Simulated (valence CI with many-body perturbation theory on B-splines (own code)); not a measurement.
Values are calculated unless marked as measured or tabulated.
**A CI+MBPT run for Ga XI**

Method: relativistic CI+MBPT: three valence electrons over a frozen Dirac-Fock core [Ar], a basis of 5 s, 5 p, 3 d, 3 f functions for each j, with the one-electron correlation potential Σ1 (screened to all orders), the two-electron term Σ2, the three-electron term Σ3, Breit, model QED; selected single and double excitations, second order for the rest, scaled by the run's own slope (own B-spline code, finite nucleus).

Command, and the settings that its task file holds:

```sh
python run_cv.py task.json out
```

```
atom Ga  Z=31  mass_number=69  rms_radius_fm=3.9973
core [Ar]
valence 3d3
avg = 1
basis = S
breit = 1
cap = 10000
capref = 1200
cscale = 1
de = 0.0
dress = 0
eps = 2e-08
extrap = 1
h = 0.27
hh = 1
l2 = 3
lcore = 6
maxit = 60
n2 = 5
natural = 0
nlev = 20
nno = [2, 2, 1, 1, 0]
nroot = 26
nsp = [3, 3, 2, 2, 0]
pt2 = 1
qed = 1
rpa = 1
s1 = 1
s2 = 1
s3 = 1
screen = 1
tol = 2e-05
whole = 1
```

It took 12 s on 1 thread of Arm Neoverse V1 (shared host).

Log. The first blocks belong to the next ion, which gives the ionisation energy. Fields: 2J, parity (1 odd), roots, reference size, generating configurations, candidates as configurations/state functions, variational space P, stored matrix elements, Davidson steps; e2 is the range of second-order energies in hartree. The first line gives the box (bohr), its intervals, the orbitals and the steps of their self-consistent field. Window is the range of levels sought, series limit the energy at which the first omitted orbital would enter, core excitation an estimate of the first excitation out of the core, left out the lowest levels not solved, and shifts from estimates the range by which levels moved from their first estimate, all in cm⁻¹.

```
rmax 10.4 intervals 62 orbitals 27 references ['3d3', '3d2 4s', '3d2 4p'] scf 5 t 1.1
2J=4 par=0 roots 2 ref 42 generators 4 cand 83/83 P 125/125 nnz 0 it 0
2J=4 par=0 roots 2 ref 42 generators 7 cand 14/14 P 139/139 nnz 0 it 0
   second order: generators 10 cand 18/18 e2 -0.00000 -0.00000
2J=6 par=0 roots 2 ref 32 generators 4 cand 73/73 P 105/105 nnz 0 it 0
2J=6 par=0 roots 2 ref 32 generators 10 cand 7/7 P 112/112 nnz 0 it 0
   second order: generators 13 cand 3/3 e2 -0.00000 0.00000
2J=8 par=0 roots 2 ref 24 generators 3 cand 33/33 P 57/57 nnz 0 it 0
2J=8 par=0 roots 2 ref 24 generators 6 cand 18/18 P 75/75 nnz 0 it 0
   second order: generators 8 cand 6/6 e2 -0.00000 -0.00000
reference levels 431, estimated 19, window 123666 1/cm; series limit 1633350, core excitation 613997
2J=3 par=0 roots 5 ref 31 generators 4 cand 66/135 P 279/618 nnz 0 it 0
2J=3 par=0 roots 5 ref 31 generators 5 cand 45/99 P 324/717 nnz 0 it 0
   second order: generators 14 cand 684/1474 e2 -0.00000 -0.00000
2J=5 par=0 roots 5 ref 33 generators 3 cand 78/167 P 278/674 nnz 0 it 0
2J=5 par=0 roots 5 ref 33 generators 5 cand 45/118 P 323/792 nnz 0 it 0
   second order: generators 7 cand 534/1257 e2 -0.00000 -0.00000
2J=7 par=0 roots 3 ref 25 generators 2 cand 68/134 P 217/511 nnz 0 it 0
2J=7 par=0 roots 3 ref 25 generators 2 cand 47/114 P 264/625 nnz 0 it 0
   second order: generators 5 cand 485/1128 e2 -0.00000 -0.00000
2J=9 par=0 roots 3 ref 18 generators 3 cand 34/52 P 181/375 nnz 0 it 0
2J=9 par=0 roots 3 ref 18 generators 3 cand 38/83 P 219/458 nnz 0 it 0
   second order: generators 3 cand 64/152 e2 -0.00000 -0.00000
2J=1 par=0 roots 2 ref 19 generators 2 cand 47/72 P 231/349 nnz 0 it 0
2J=1 par=0 roots 2 ref 19 generators 2 cand 25/38 P 256/387 nnz 0 it 0
   second order: generators 4 cand 203/277 e2 -0.00000 -0.00000
2J=11 par=0 roots 1 ref 6 generators 1 cand 21/36 P 101/216 nnz 0 it 0
2J=11 par=0 roots 1 ref 6 generators 1 cand 14/24 P 115/240 nnz 0 it 0
   second order: generators 3 cand 247/445 e2 -0.00000 -0.00000
left out: unestimated 855963, estimated none, shifts from estimates -17 to 1
operators 1.1
```

The Davidson iterations converged. The settings are bad on purpose, so the numbers may not be properties of the ion.

No measured spectrum was set against this ion. As an estimate, terms of the open shell hold to 2 to 4 % of their energy, and close levels can change places. Only levels of the ground parity were solved; by the run's estimate the other parity begins above the list, which can be wrong where configurations are misplaced.

- Valence energy: -35.17297 hartree
- Ionisation energy: 280.51 eV (NIST: 280 ± 2.4 eV (theoretical))
- Reference configurations for the orbitals: 3d3, 3d2 4s, 3d2 4p
- Radial orbitals: 27
- Box radius: 10.42 bohr
- Largest variational space: 792
- Lowest levels: 3d3 4F_3/2 0.0, 3d3 4F_5/2 2028, 3d3 4F_7/2 4571, 3d3 4F_9/2 7452, 3d3 4P_1/2 32231, 3d3 4P_3/2 32521, 3d3 4P_5/2 35564, 3d3 2G_7/2 35666, 3d3 2G_9/2 37647, 3d3 2D_3/2 [a] 45590, 3d3 2P_1/2 47162, 3d3 2H_9/2 48897, 3d3 2H_11/2 49861, 3d3 2D_5/2 [a] 52189 cm⁻¹

Names give the largest LS component (configuration and term), which can be under half, so a name can repeat, a term be missing and a line seem to break the LS rules; names also repeat where a configuration has a term twice. Letters in brackets count levels of one name in rising energy.
